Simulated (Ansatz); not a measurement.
Input for Ansatz (a program for electronic structure): R-RI-MP2/def2-QZVPP on GeH3ITe (SMILES [GeH3][Te]I), a point of a torsion scan. Elements past Kr take the def2 small-core potentials; no spin–orbit coupling. Files ending in .json are basis or fitting sets from the Basis Set Exchange. The run froze 32 orbitals, filled d shells among them.

Ansatz 0.2 input:
```yaml
crystal:
  periodic: [false, false, false]
  atoms:
    - {symbol: Ge, position_ang: [-0.73763475, 0.01046913, 0.01856474]}
    - {symbol: Te, position_ang: [1.33238444, 1.43677701, -0.05714337]}
    - {symbol: I, position_ang: [2.79064762, -0.17496492, 1.52480794]}
    - {symbol: H, position_ang: [-1.00823630, -0.56615082, 1.37282507]}
    - {symbol: H, position_ang: [-1.90527780, 0.86197871, -0.36720652]}
    - {symbol: H, position_ang: [-0.72884347, -1.14914792, -0.93422038]}
basis:
  gaussian:
    orbitals: def2-QZVPP.json
    fitting: {mean_field: def2-universal-JKFIT, correlation: def2-QZVPP-RIFIT.json}
magnetization: {spin_polarized: false}
correlation: {method: mp2, electrons: outside_noble_gas}
scf: {lower_state_search: off}
```

Program output:

```
WARN ansatz: RAYON_NUM_THREADS=1 ignored (pool sized by the plan → 1); use --threads N
Functional definition: HF
these checks for a lower state are left out or cut short: stability, starts, cluster_reference, orbital_swaps, neighbouring_geometries, increment
integrals: 0.65 GiB planned
756 factors; integrals over basis functions are off by at most 2.4e0 eV
mean field: 1.04 GiB planned
mean field evaluation 1: about -71860.6657 eV, gradient 1.5e1 eV
mean field evaluation 2: about -71861.4266 eV, gradient 8.8e0 eV
mean field evaluation 4: about -71861.5815 eV, gradient 6.1e-1 eV
mean field -71861.58140114 eV, -2640.8644069626 hartree, gradient 2.4e-6 eV, S^2 0.000000; 0 other end points of the search recorded, 0 dependent functions left out
32 core orbitals not correlated
1018 factors; their error is unknown
reference -71861.58140114 eV, -2640.8644069626 hartree; 10, 10 occupied and 301, 301 virtual orbitals, 1018 factors
second order -11.76361424 eV of doubles, -0.00000000 eV of singles
Total energy: -71873.34501538 eV, -2641.2967118121 hartree
Checks for a lower state left out: stability, starts, cluster_reference, orbital_swaps, neighbouring_geometries, increment
```

The calculation finished and met its thresholds.

Cost: about 6 core-seconds (a rough figure).
